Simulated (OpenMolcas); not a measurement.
**5s² 5p along the 49-electron sequence**

```json
{
  "Program": "OpenMolcas 26.06",
  "Method": "CASSCF",
  "Basis": "ANO-R3",
  "Scalar Hamiltonian": "X2C, finite nucleus",
  "Spin-orbit coupling": "RASSI with atomic mean-field integrals over the reference wave functions, term energies averaged over their components"
}
```

Active space for each ion: 3 electrons in 4 orbitals (5s 5p).

Computed levels in cm-1 above ²P°_1/2:

```
                                Level   Sn+  Sb2+  Te3+   Xe5+
                              ²P°_3/2  3897  5729  7967  13484
weight of ²P° in the lowest level (%)   100   100   100    100
```

Measured, with the error of the calculation in %. Measured levels: Sn+ from NIST Handbook of Basic Atomic Spectroscopic Data; Sb2+, Te3+ from Moore, Atomic Energy Levels, vol. III, NSRDS-NBS 35 (1971 reprint of NBS Circular 467, 1958); Xe5+ from Saloman, J. Phys. Chem. Ref. Data 33, 765 (2004).

```json
{"Level": "²P°_3/2", "Sn+": "4251 (-8.3)", "Sb2+": "6576 (-12.9)", "Te3+": "9223 (-13.6)", "Xe5+": "15599 (-13.6)"}
```

The fine-structure level ²P°_3/2 changes by a factor of 3.46 from Sn+ to Xe5+. Its fourth root runs 7.90, 8.70, 9.45, 10.78, with steps per unit of Z of 0.80, 0.75, 0.66; equal steps would mean a (Z - σ)^4 law with constant σ.

Measured partners are found by configuration, term and J. A level has none where our copy of the source lacks it or the pairing is in doubt (some pairs that miss far off the trend of their configuration count as doubtful), and it then counts in no deviation. Levels of configurations outside the active space are missing.

° marks odd parity.
